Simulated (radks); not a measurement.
The numbers below are computed, except where a source is named.
Correlation energies from several functionals, in hartree. Species: Li2+ 1s1; Rh4+ [Kr] 4d5; He [He]; Au [Xe] 4f14 5d10 6s1. Level of theory: non-relativistic Kohn-Sham, exchange-only LDA, spin-polarised, spherical densities, point nucleus (a radial shooting solver on a logarithmic mesh with Libxc functionals). Every spin shell is full or empty, so the densities are truly spherical. Functionals are evaluated on that one density, not self-consistently.

| functional | Li2+ | Rh4+ | He | Au |
|---|---|---|---|---|
| PW92 | -0.033990 | -3.9636 | -0.11055 | -8.2009 |
| VWN5 | -0.033926 | -3.9819 | -0.11092 | -8.2346 |
| PZ | -0.034114 | -3.9549 | -0.11039 | -8.2070 |
| Wigner | 0 | -2.1116 | -0.095166 | -4.2574 |
| Chachiyo | -0.033651 | -3.9062 | -0.10753 | -8.1100 |
| PBE | -0.0061681 | -2.1559 | -0.040776 | -4.8286 |
| LYP | 0 | -2.0679 | -0.043400 | -4.2821 |
| P86 | 0.0043959 | -2.4431 | -0.042864 | -5.4250 |
| AM05 | -0.029681 | -3.6869 | -0.096127 | -7.7257 |
| OP (B88) | 0 | -2.0057 | -0.050542 | -4.1959 |
| revTPSS | 0 | -2.1823 | -0.045208 | -4.8668 |
| SCAN | 0 | -2.1412 | -0.037539 | -4.8733 |
| r2SCAN | 0 | -2.1569 | -0.037539 | -4.8872 |
| B95 | 0 | -2.6348 | -0.041166 | -5.9777 |
| Tao-Mo | 0 | -2.0757 | -0.028407 | -4.7199 |
